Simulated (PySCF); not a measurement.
A GIAO shielding run with PySCF 2.14.0 with density-fitted response routines (density fitting, non-relativistic, gas phase) on `[Si@@H]1(C#C)C[C@@H](F)[SiH2]N1`, C4H8FNSi2:

```
$ OMP_NUM_THREADS=1 python probes_run.py task.json out

{"job": {"kind": "nmr", "xc": "PBE0", "basis": "pcSseg-1"}, "charge": 0, "multiplicity": 1}
C      2.720325    -1.716362     1.265537
C      1.820833    -0.919507     1.220207
Si     0.436470     0.313208     1.159580
C     -1.192030    -0.496003     0.610984
C     -1.253838    -0.441782    -0.910226
F     -2.575748    -0.579700    -1.338043
Si    -0.473370     1.194013    -1.542785
N      0.604019     1.384834    -0.201766
H      3.504954    -2.417222     1.301537
H      0.374327     1.063014     2.416755
H     -1.317226    -1.516736     0.972190
H     -2.030309     0.082365     1.002208
H     -0.734384    -1.309262    -1.334629
H      0.260806     1.008535    -2.795323
H     -1.467530     2.264663    -1.625737
H      1.315101     2.094886    -0.211901
```

Hardware: 1 thread of an Arm Neoverse V1, shared host. The job also computes population analyses, field gradients, ring-centre shieldings.

Q: How large is the calculation?

A: 76 electrons, 190 basis functions and 1027 auxiliary functions.

Q: How long does it take, and how much memory does it need?

A: 28 s of wall time, with 14 SCF cycles and 5 response iterations; peak memory 0.85 GiB. Times on a shared host scatter by some tens of per cent.
